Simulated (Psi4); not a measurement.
Conformational energy of SMILES [GeH3][SiH2][GeH3]. Scanned: dihedral H4–Ge1–Si2–Ge3; all other coordinates were relaxed at GFN2-xTB. GFN2-xTB can order the conformers of Si and Ge chains otherwise than DFT does.

Geometry of the scan point at 80° (Å):
```
11

Ge     1.9235    -0.3377     0.2562
Si     0.0266     0.9951    -0.0470
Ge    -0.1892     1.6917    -2.2679
H      3.2176     0.4102     0.3823
H      2.2014    -1.3176    -0.8455
H      1.9004    -1.1961     1.4863
H     -1.1692     0.2431     0.3459
H      0.1059     2.1670     0.8306
H     -0.4297     0.5939    -3.2616
H     -1.3212     2.6423    -2.5225
H      1.0004     2.4090    -2.8342
```

Method: DF-MP2 (frozen core)/cc-pVTZ // GFN2-xTB in Psi4 1.11.

Scanned values (°): 0, 10, 20, 30, 40, 50, 60, 70, 80, 90, 100, 110.

Describe the profile: where are the wells and the tops?

Lower than their neighbours: 60° (0.00 kcal/mol). Higher than their neighbours: 0° (0.80 kcal/mol, end of the scan), 110° (0.73 kcal/mol, end of the scan). The whole profile spans 0.80 kcal/mol.
